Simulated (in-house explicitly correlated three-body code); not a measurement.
Computed with an exponentially correlated three-body code. Model: two electrons around a point charge, non-relativistic, variational in 260 exponentially correlated functions (energies converged to about 1e-7 hartree, or 1e-8 relative for large Z).

For two electrons in a singlet the Kohn-Sham orbital is the square root of half the density, so the exact Kohn-Sham potential and energy parts follow from the density alone, and exchange is minus half the Hartree energy. The Kohn-Sham level equals minus the binding energy of the second electron.

Command:
```bash
python run_hyl.py task.json out
```
Settings (lengths in bohr, energies in hartree):
```
Z                      1.155
interaction_strength   1
functions              260
states_tried           13
```

Run time, properties included: 66 s on 1 thread of Arm Neoverse N1, with other jobs on the host.

**Those bound S and P states to n = 4 that converged, binding against the one-electron ion.**

Given: nuclear charge 1.155.

Computed: one-electron threshold -0.6670125 hartree.

| term | energy (hartree) | binding (eV) | quantum defect |
| --- | --- | --- | --- |
| 1 1S | -0.764413418 | 2.6504 | 0.64882 |
| 2 3S | -0.674171179 | 0.1948 | 0.70461 |
| 4 3S | -0.668114711 | 0.029993 | 0.69871 |

**Converged states only, values per electron or pair.**

```json
{"term": "1 1S", "mean r (bohr)": "2.0235", "mean r squared (bohr²)": "6.0951", "mean inverse r (1/bohr)": "0.84244", "mean r12 (bohr)": "3.2216", "mean inverse r12 (1/bohr)": "0.4172", "mean cosine": "-0.10057", "mean p1 dot p2 (bohr⁻²)": "0.052616", "delta r1 (bohr⁻³)": "0.27387", "delta r12 (bohr⁻³)": "0.0071337"}
{"term": "2 3S", "mean r (bohr)": "8.8538", "mean r squared (bohr²)": "166.93", "mean inverse r (1/bohr)": "0.61718", "mean r12 (bohr)": "16.486", "mean inverse r12 (1/bohr)": "0.077345", "mean cosine": "-0.0091952", "mean p1 dot p2 (bohr⁻²)": "0.00043227", "delta r1 (bohr⁻³)": "0.24587", "delta r12 (bohr⁻³)": "-"}
{"term": "4 3S", "mean r (bohr)": "53.418", "mean r squared (bohr²)": "6298.5", "mean inverse r (1/bohr)": "0.58421", "mean r12 (bohr)": "105.55", "mean inverse r12 (1/bohr)": "0.013291", "mean cosine": "-0.00057698", "mean p1 dot p2 (bohr⁻²)": "2.6755e-05", "delta r1 (bohr⁻³)": "0.24527", "delta r12 (bohr⁻³)": "-"}
```

**Functionals on the exact density and self-consistent, errors are functional minus exact, hybrids only self-consistent, a dash where a self-consistent run leaves the top level unbound.**

```json
{"result": "TPSS", "exchange error (millihartree)": "-8.1465", "correlation error (millihartree)": "4.7326", "functional driven error (millihartree)": "-3.4139", "self consistent total error (millihartree)": "-", "top level plus exact binding (eV)": "-"}
{"result": "wB97X", "exchange error (millihartree)": "-", "correlation error (millihartree)": "-", "functional driven error (millihartree)": "-", "self consistent total error (millihartree)": "?", "top level plus exact binding (eV)": "?"}
{"result": "BLYP", "exchange error (millihartree)": "-9.077", "correlation error (millihartree)": "6.4742", "functional driven error (millihartree)": "-2.6028", "self consistent total error (millihartree)": "-", "top level plus exact binding (eV)": "-"}
{"result": "PBE0", "exchange error (millihartree)": "-", "correlation error (millihartree)": "-", "functional driven error (millihartree)": "-", "self consistent total error (millihartree)": "3.147", "top level plus exact binding (eV)": "2.3046"}
{"result": "PBE", "exchange error (millihartree)": "-3.9852", "correlation error (millihartree)": "6.2317", "functional driven error (millihartree)": "2.2465", "self consistent total error (millihartree)": "-", "top level plus exact binding (eV)": "-"}
{"result": "OLYP", "exchange error (millihartree)": "-8.4064", "correlation error (millihartree)": "6.4742", "functional driven error (millihartree)": "-1.9321", "self consistent total error (millihartree)": "-", "top level plus exact binding (eV)": "-"}
{"result": "PW91", "exchange error (millihartree)": "-5.4793", "correlation error (millihartree)": "4.3087", "functional driven error (millihartree)": "-1.1706", "self consistent total error (millihartree)": "-", "top level plus exact binding (eV)": "-"}
{"result": "SCAN", "exchange error (millihartree)": "-8.0945", "correlation error (millihartree)": "8.1462", "functional driven error (millihartree)": "0.051775", "self consistent total error (millihartree)": "-", "top level plus exact binding (eV)": "-"}
{"result": "BP86", "exchange error (millihartree)": "?", "correlation error (millihartree)": "?", "functional driven error (millihartree)": "?", "self consistent total error (millihartree)": "-", "top level plus exact binding (eV)": "-"}
{"result": "r2SCAN0", "exchange error (millihartree)": "-", "correlation error (millihartree)": "-", "functional driven error (millihartree)": "-", "self consistent total error (millihartree)": "2.011", "top level plus exact binding (eV)": "2.1658"}
```

What belongs in the row wB97X?

self consistent total error (millihartree): -3.0907; top level plus exact binding (eV): -0.14375.

What belongs in the row BP86?

exchange error (millihartree): -9.077; correlation error (millihartree): -0.4595; functional driven error (millihartree): -9.5365.

**Density and exact potentials over r, pair density (one pair, times 4 pi r12^2) and exact minus Kohn-Sham pair density over r12.**

| radius (bohr) | radial density (electrons/bohr) | exchange potential (hartree) | intracule density (1/bohr) | Coulomb hole against Kohn-Sham (1/bohr) | correlation potential (hartree) |
| --- | --- | --- | --- | --- | --- |
| 0.195 | 0.16772 | -0.82491 | 0.0039861 | -0.007246 | -0.061 |
| 0.232 | 0.21847 | -0.8186 | 0.0057659 | -0.009968 | -0.056 |
| 0.276 | 0.28026 | -0.81025 | 0.0083483 | -0.0136 | -0.051 |
| 0.328 | 0.35271 | -0.7994 | 0.012064 | -0.01833 | -0.045 |
| 0.39 | 0.43516 | -0.78537 | 0.017435 | -0.02438 | -0.037 |
| 0.463 | 0.52335 | -0.76774 | 0.025047 | -0.03176 | -0.027 |
| 0.551 | 0.61381 | -0.74545 | 0.035977 | -0.04054 | -0.016 |
| 0.655 | 0.69675 | -0.71836 | 0.051116 | -0.05004 | -0.004 |
| 0.779 | 0.76317 | -0.68592 | 0.071756 | -0.05923 | 0.009 |
| 0.926 | 0.80268 | -0.64826 | 0.098784 | -0.0662 | 0.022 |
| 1.1 | 0.8075 | -0.60577 | 0.13245 | -0.06845 | 0.033 |
| 1.31 | 0.77337 | -0.55834 | 0.17236 | -0.0632 | 0.041 |
| 1.56 | ? | ? | ? | ? | ? |
| 1.85 | 0.60536 | -0.45674 | 0.25142 | -0.026 | 0.042 |
| 2.2 | 0.49108 | -0.40486 | 0.27582 | 0.001005 | 0.036 |
| 2.61 | 0.37566 | -0.35516 | 0.27807 | 0.02444 | 0.027 |
| 3.11 | 0.26607 | -0.30708 | 0.25279 | 0.03764 | 0.017 |
| 3.69 | 0.17572 | -0.26401 | 0.20422 | 0.03686 | 0.009 |
| 4.39 | 0.10499 | -0.22476 | 0.14256 | 0.02576 | 0.004 |
| 5.22 | 0.056131 | -0.1904 | 0.084492 | 0.01219 | 0.001 |
| 6.2 | ? | ? | ? | ? | ? |
| 7.37 | 0.010485 | -0.13557 | 0.016797 | -0.001002 | 0 |
| 8.77 | 0.0034131 | -0.114 | 0.0053577 | -0.001268 | 0 |

What belongs in the row 1.56?

radial density (electrons/bohr): 0.7023; exchange potential (hartree): -0.50775; intracule density (1/bohr): 0.21449; Coulomb hole against Kohn-Sham (1/bohr): -0.04858; correlation potential (hartree): 0.044.

What belongs in the row 6.2?

radial density (electrons/bohr): 0.026348; exchange potential (hartree): -0.16089; intracule density (1/bohr): 0.041798; Coulomb hole against Kohn-Sham (1/bohr): 0.002771; correlation potential (hartree): 0.
